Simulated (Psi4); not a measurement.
H8NSi3 (SMILES [SiH2]N([SiH3])[SiH3]), doublet, at a GFN2-xTB geometry, with bond 5-1 at 1.3 times its length; CAM-B3LYP/def2-SV(P) (Psi4 1.11).

Psi4 was given this input:
```
memory 2 GB

molecule {
0 2
Si   -1.47364623    0.97915788    0.10119273
N    -0.02855557    0.01775256   -0.10114220
Si   -0.07557252   -1.70822116   -0.32289834
Si    1.47984239    0.83626679    0.20613860
H    -2.99270637   -0.07255931   -0.33577280
H    -1.52822465    1.51685104    1.46178256
H     1.03664479   -2.08206137   -1.19268294
H    -1.35800550   -2.02445750   -0.94782448
H     0.03909887   -2.38099058    0.97547449
H     1.69370871    0.96909734    1.65166129
H     1.36709189    2.15712664   -0.41122043
H     2.56299807    0.04917280   -0.37632212
}

set {
  basis def2-sv(p)
  reference uks
  cholesky_tolerance 1e-6
  scf_type cd
}

energy('cam-b3lyp')
print_variables()
```

What the program printed (banner, timings and long lists left out):

```
   => Loading Basis Set <=

    Name: DEF2-SV(P)
    Role: ORBITAL
    Keyword: BASIS

Traceback (most recent call last):
  File "psi4", line 375, in <module>
  File "<string>", line 35, in <module>
  File "site-packages/psi4/driver/driver.py", line 533, in energy
  File "site-packages/psi4/driver/procrouting/proc.py", line 2760, in run_scf
  File "site-packages/psi4/driver/procrouting/proc.py", line 1939, in scf_helper
  File "site-packages/psi4/driver/procrouting/proc.py", line 1433, in scf_wavefunction_factory
  File "site-packages/psi4/driver/procrouting/proc.py", line 1397, in build_functional_and_disp
  File "site-packages/psi4/driver/procrouting/dft/superfunctionals.py", line 135, in build_superfunctional

psi4.driver.p4util.exceptions.ValidationError: SCF: SCF_TYPE (CD) not supported for range-separated functionals, plese use SCF_TYPE = 'DF' to automatically select the correct JK build.

Printing out the relevant lines from the Psithon --> Python processed input file:
    core.IO.set_default_namespace("")
    core.set_global_option("BASIS", "def2-sv(p)")
    core.set_global_option("REFERENCE", "uks")
    core.set_global_option("CHOLESKY_TOLERANCE", 1e-6)
    core.set_global_option("SCF_TYPE", "cd")
--> energy('cam-b3lyp')
    print_variables()

!----------------------------------------------------------------------------------!
!                                                                                  !
!  SCF: SCF_TYPE (CD) not supported for range-separated functionals, plese use     !
!     SCF_TYPE = 'DF' to automatically select the correct JK build.                !
!                                                                                  !
!----------------------------------------------------------------------------------!
```

The program refused the input.
